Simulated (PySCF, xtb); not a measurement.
Sn(Me)(OH) (CH4OSn), SMILES [CH3][Sn][OH] (connectivity only; charge and spin as stated), neutral, multiplicity 1.

GFN2-xTB (xtb) at its own geometry gives an orbital gap of 3.13 eV and a dipole moment of 3.74 D.

The structure is a stationary point at PBE0-D3(BJ)/def2-SVP. The def2 effective core potentials stand for the cores of Sn; spin–orbit coupling is left out. One conformer was computed; it need not be the lowest.

### Question
What does CAM-B3LYP/def2-TZVPD in PySCF give? (The exact figures need the calculation; the answer reports its results.)

### Answer
gap 6.31 eV (levels -7.61 and -1.30 eV), dipole 1.83 D.
